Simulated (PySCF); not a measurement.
## Electron correlation in Si⁺ (silicon, charge +1)

[Ne] 3s2 3p1, 2P determinant. Computed with PySCF 2.14 in def2-SVP (4s3p1d, 18 functions), with the non-relativistic Hamiltonian (point nucleus). Frozen: [Ne]; 3 electrons correlated.

MP2 pair energies summed by pair of shells (mhartree):

```
 pair  energy  share (%)
3s-3s  -20.78       59.0
3s-3p  -14.45       41.0
```

Total MP2 correlation energy: -35.22 mhartree.

Same-spin part -2.15 and opposite-spin part -33.08 mhartree; SCS-MP2 scales them by 1/3 and 6/5 to -40.41 mhartree.

```json
{"level": "CCSD", "correlation energy (mhartree)": "-53.01"}
{"level": "(T)", "correlation energy (mhartree)": "-0.66"}
{"level": "CCSD(T)", "correlation energy (mhartree)": "-53.67"}
```

Diagnostics: T1 = 0.012, D1 = 0.0255, largest double amplitude 0.112.

Cost of the coupled-cluster step: 0.09 s of wall time on 1 thread of Neoverse-V1 (shared host), for 3 correlated electrons.
